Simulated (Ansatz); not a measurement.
Stretching the Al1–I4 bond in AlH2I (SMILES [AlH2][I]) (multiplicity 1 held, fragments rigid). Energies count from the point at 2.485 Å.
Geometry at that point (charge 0, multiplicity 1):
```xyz
4

Al    -1.02949    -1.59301     0.26750
H     -0.51933    -2.62382     1.33719
H     -2.32698    -1.78051    -0.59761
I      0.30622     0.47384    -0.07957
```

Restricted levels (R-, RO-) in cc, def2 and unpolarised 6-31G sets keep to the state of the molecule at rest. Unrestricted levels (U-) break spin symmetry where that is lower. Active spaces are followed from a long bond inwards. Curves can end on different states.

Frozen-core correlation. Filled d and f shells under p-block atoms count as core.

Codes used: Ansatz (Gaussian orbitals). Each number belongs to the level named beside it. In def2 rows elements past Kr take small-core potentials, without spin–orbit coupling.

Energies in kJ/mol.

```csv
R (Å),R-wB97X-V/def2-TZVPP,U-SCS-MP2/def2-TZVPP,R-CCSD(T)/def2-TZVPP,"FIC-MRCISD on CASSCF(6,4)/def2-TZVPP","FIC-MRCISD+Q on CASSCF(6,4)/def2-TZVPP"
1.988,236,253,253,252,253
2.237,38,44,44,44,44
2.485,0,0,0,0,0
2.734,28,25,25,25,25
2.982,81,77,76,75,75
3.355,170,164,161,159,160
3.728,252,274,236,233,234
4.349,358,352,324,318,322
4.970,433,371,350,354,359
5.716,492,376,283,365,371
6.710,539,377,154,367,373
7.953,571,377,107,367,374
```

Doubts at one or more of the structures used: a restricted determinant that unrestricted orbitals would lower (R-wB97X-V/def2-TZVPP, R-CCSD(T)/def2-TZVPP); a spin-contaminated determinant (U-SCS-MP2/def2-TZVPP); T1 above 0.05 (R-CCSD(T)/def2-TZVPP); other coupled-cluster roots lie near (R-CCSD(T)/def2-TZVPP); active orbitals that take no part (FIC-MRCISD on CASSCF(6,4)/def2-TZVPP, FIC-MRCISD+Q on CASSCF(6,4)/def2-TZVPP).

Ansatz is an electronic-structure program.
